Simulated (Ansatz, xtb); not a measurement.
**ClH2OSiSn: where a starting geometry ends**

The starting geometry of this gas-phase doublet was built from a drawn formula by distance geometry and a force field; its bonds are those of `Cl[Si]1[O][SnH2]1`.

```xyz
6

Cl   -2.9328    0.7553    2.6940
O    -2.7236    0.6777   -0.4100
Si   -1.7725    1.0634    0.9710
Sn   -1.6623   -1.0502   -0.3619
H    -0.6133   -1.1263   -1.7166
H    -2.7893   -2.3616    0.0940
```

Question: Where would you expect an optimisation with r2SCAN-D4/def2-SVP to take it?

Answer: A bond breaks, giving a structure given below by its coordinates. Contacts that open: Si3–Sn4 (2.50 → 3.50 Å).

The energy falls by 0.60 eV over 27 steps:

```json
{"step": "1", "E − E(last) (eV)": "0.605"}
{"step": "4", "E − E(last) (eV)": "0.300"}
{"step": "7", "E − E(last) (eV)": "0.281"}
{"step": "10", "E − E(last) (eV)": "0.280"}
{"step": "13", "E − E(last) (eV)": "0.277"}
{"step": "15", "E − E(last) (eV)": "0.246"}
{"step": "18", "E − E(last) (eV)": "0.051"}
{"step": "21", "E − E(last) (eV)": "0.002"}
{"step": "24", "E − E(last) (eV)": "0.000"}
{"step": "27", "E − E(last) (eV)": "0.000"}
```

Final geometry (Å):

```yaml
atoms:
  - { symbol: Cl, position_ang: [-3.3830, 2.0906, 2.0449] }
  - { symbol: O, position_ang: [-2.0282, -0.0662, 0.6128] }
  - { symbol: Si, position_ang: [-1.7101, 0.7810, 1.9845] }
  - { symbol: Sn, position_ang: [-1.3924, -1.5280, -0.6238] }
  - { symbol: H, position_ang: [-1.2464, -0.6921, -2.1362] }
  - { symbol: H, position_ang: [-2.7338, -2.6269, -0.6117] }
```

From the same start GFN2-xTB ends elsewhere, at `O=[Si](Cl)[SnH2]`.

The end wasn't checked by frequencies. Open shells are spin-unrestricted. Atoms past krypton carry core potentials, without spin–orbit terms. Run with Ansatz 0.2.0, 2.7 min on 2 threads of Intel(R) Xeon(R) Platinum 8259CL CPU @ 2.50GHz (Skylake/Cascade Lake), with other jobs on the host.
